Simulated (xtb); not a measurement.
C4H7NSi, SMILES C(#C)C(=C)[SiH2]N. All values are semi-empirical tight-binding results from xtb (GFN2-xTB unless named), good for trends rather than for accurate numbers. The structure is a stationary point at GFN2-xTB. The structure was generated by enumeration, and PubChem lists no compound with its InChIKey, so it may never have been made. One conformer was computed; it need not be the lowest.

Optimised geometry:

```xyz
13

C     -1.1752     2.2328     0.7040
C     -1.0515     1.0723     0.4158
C     -0.8258    -0.2760     0.0606
C     -1.7677    -1.1946     0.2780
Si     0.8733    -0.6581    -0.7164
N      2.2240    -0.0384     0.1589
H     -1.3172     3.2405     0.9603
H     -2.7219    -0.9506     0.7210
H     -1.6110    -2.2272     0.0136
H      0.9387    -0.0177    -2.0310
H      1.0405    -2.1112    -0.7384
H      2.3691     0.9586     0.1717
H      2.4288    -0.4175     1.0699
```

The orbital gap is 3.65 eV and the dipole moment comes out as 0.93 D. The zero-point energy is 57.4 kcal/mol. The G − E(el) at 298.15 K (modified RRHO) is 36.8 kcal/mol. The static polarisability (D4 model) is 82.2 bohr³ and the solvation energy, GFN2-xTB/ALPB(water) is -2.9 kcal/mol. The solvation energy, GFN2-xTB/ALPB(ether) comes out as -6.9 kcal/mol.

Computed atomic charges and the Wiberg bond orders between heavy atoms:
charges (e) C1 -0.12, C2 -0.03, C3 -0.07, C4 -0.08, Si5 0.48, N6 -0.41, H7 0.06, H8 0.03, H9 0.02, H10 -0.09, H11 -0.10, H12 0.15, H13 0.15. Bond orders C1–C2 2.80, C2–C3 1.14, C3–C4 1.87, C3–Si5 0.82, Si5–N6 1.14.
